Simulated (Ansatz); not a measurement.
H8N2O2Si2 (`N[SiH2]O[SiH](N)O`). The species carries charge 0 and has multiplicity 1.

```xyz
14

N    -1.378   -0.382   -1.148
Si   -0.795   -1.536    0.000
O     0.169   -0.786    1.090
Si    0.732    0.755    1.080
N     1.831    0.839   -0.238
O    -0.451    1.856    0.836
H    -2.337   -0.454   -1.452
H    -0.779   -0.114   -1.915
H     0.006   -2.622   -0.620
H    -1.994   -2.093    0.672
H     1.294    1.031    2.418
H     2.579    0.164   -0.296
H     2.152    1.747   -0.536
H    -1.031    1.595    0.110
```

Q: Give the diagnostics of a CCSD(T)/def2-TZVPP run (frozen core, the Gaussian-basis code of Ansatz). (An estimate is asked.)

A: Ansatz gave: T1 = 0.0112, largest single amplitude 0.011, largest double 0.012, (T) share of the correlation energy 3.5 %, 9 CCSD cycles. The RHF solution is stable towards an unrestricted one. T1 lies under the customary mark of 0.02 for closed shells.
